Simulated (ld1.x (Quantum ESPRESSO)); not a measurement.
Tl, TM: configuration errors across variants

ld1.x (Quantum ESPRESSO) 7.5 input, shortened:

```
&input
   title='Tl', zed=81., rel=1, dft='PBE', iswitch=3,
   config='[Xe] 4f14 5d10 6s2 6p1'
 /
 &inputp
   pseudotype=2, tm=.true., lloc=-2, rcloc=1.50,
   nlcc=.true., rcore=1.40
 /
3
6S  1  0   2.00   0.00  1.95  1.95  0.0
6P  2  1   1.00   0.00  2.70  2.70  0.0
5D  3  2  10.00   0.00  1.80  1.80  0.0
 &test
   configts(1)='5d10 6s2 6p1'
 /
```

All-electron excitation energies from the reference (eV): (1) 5d10 6s2 6p0 5.167; (2) 5d10 6s1 6p0 25.947; (3) 5d10 6s0 6p0 56.087; (4) 5d10 6s2 6p0.5 1.853; (5) 5d10 6s2 6p1.3 -0.494; (6) 5d9 6s2 6p2 14.716; (7) 5d9 6s2 6p1 21.238.

A true bound ghost makes a file unfit for plane-wave use even where its test errors are small: the radial tests pick states by their node count and pass the ghost by.

Errors AE − PS in meV (a dash: test not solved or not reliable):

| change | (1) | (2) | (3) | (4) | (5) | (6) | (7) | bound ghosts |
| --- | --- | --- | --- | --- | --- | --- | --- | --- |
| base | -5.1 | -30 | -80 | -1.0 | +0.2 | -91 | -55 | s |
| wave 6p (bound): rc 2.70 bohr becomes 6p (bound): rc 1.76 bohr | -3.5 | -23 | -68 | -0.4 | +0.3 | +82 | +121 | s |
| wave 6p (bound): rc 2.70 bohr becomes 6p (bound): rc 2.10 bohr | -4.3 | -29 | -80 | -0.8 | +0.3 | -31 | +3.0 | s |
| wave 6p (bound): rc 2.70 bohr becomes 6p (bound): rc 2.32 bohr | -4.9 | -30 | -81 | -1.0 | +0.2 | -79 | -44 | s |
| wave 6p (bound): rc 2.70 bohr becomes 6p (bound): rc 2.66 bohr | -5.1 | -30 | -80 | -1.1 | +0.2 | -93 | -56 | s |
| wave 6p (bound): rc 2.70 bohr becomes 6p (bound): rc 2.94 bohr | -5.2 | -31 | -83 | -1.0 | +0.2 | -78 | -43 | s |
| wave 6p (bound): rc 2.70 bohr becomes 6p (bound): rc 3.40 bohr | -6.3 | -40 | -101 | -1.1 | +0.2 | -29 | -1.0 | s |
| wave 6p (bound): rc 2.70 bohr becomes 6p (bound): rc 3.72 bohr | -7.9 | -48 | -116 | -1.2 | +0.3 | +1.4 | +27 | s |
| wave 6p (bound): rc 2.70 bohr becomes 6p (bound): rc 4.04 bohr | -11 | -61 | -141 | -1.5 | +0.3 | +41 | +64 | s |

Give the same row for: wave 6p (bound): rc 2.70 bohr becomes 6p (bound): rc 3.26 bohr.

-5.7, -36, -93, -1.0, +0.3, -48, -18; bound ghosts: s.
